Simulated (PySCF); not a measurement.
Vertical excitations of a molecule C3H3BrF2 from TDDFT-PBE/def2-SVPD in PySCF, as energy in eV (oscillator strength): 5.22 (0.000), 5.34 (0.020), 6.29 (0.028), 6.73 (0.002), 6.85 (0.001), 6.98 (0.003), 7.00 (0.055), 7.18 (0.041), 7.30 (0.001), 7.49 (0.003). Lowest triplet (TDA): 4.67 eV. Geometry optimised at PBE0-D3(BJ)/def2-SVP. One conformer was computed; it need not be the lowest.

Q: Pick the molecule that these values belong to.
A) F[C@@H]1[C@H](F)[C@H]1Br
B) F[C@H]1C[C@]1(F)Br
C) FC(F)/C=C\Br
D) FC1(F)C[C@@H]1Br

A: A, F[C@@H]1[C@H](F)[C@H]1Br
